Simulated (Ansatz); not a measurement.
`[CH3][Ge]([F])([F])[AlH2]`. The species carries charge 0 and has multiplicity 1. The structure was optimised at the PBE0-D4/def2-TZVP level.

```xyz
10

C     1.031    1.068    0.975
Ge    0.019    0.295   -0.485
F    -1.053    1.570   -1.024
F     1.160    0.144   -1.804
Al   -1.335   -1.819   -0.468
H     1.499    1.987    0.619
H     0.372    1.301    1.813
H     1.804    0.376    1.310
H    -1.417   -2.680    0.859
H    -2.079   -2.242   -1.796
```

Task: What is the dipole moment at B3LYP/def2-TZVPP? (Estimate.)

Result: Computed: 3.37 D, with components (-0.26, -1.91, 2.76) D in this frame, pointing from negative to positive charge.

Task: And with PBE, r2SCAN, ωB97M-V? (Best estimate.)

Result: Computed: PBE 3.14 D, r2SCAN 3.26 D, ωB97M-V 3.39 D.

Task: Give the Mulliken charges with B3LYP, r2SCAN, ωB97M-V in def2-TZVPP. (An estimate is asked.)

Result: Ansatz gave: 
```tsv
atom	B3LYP	r2SCAN	ωB97M-V
C1	-0.39	-0.30	-0.44
Ge2	0.71	0.62	0.63
F3	-0.40	-0.39	-0.39
F4	-0.40	-0.39	-0.39
Al5	0.40	0.51	0.39
H6	0.12	0.10	0.15
H7	0.11	0.08	0.13
H8	0.11	0.08	0.13
H9	-0.13	-0.15	-0.10
H10	-0.12	-0.15	-0.09
```

B3LYP here is the variant with VWN-RPA as its local correlation; programs differ in this.
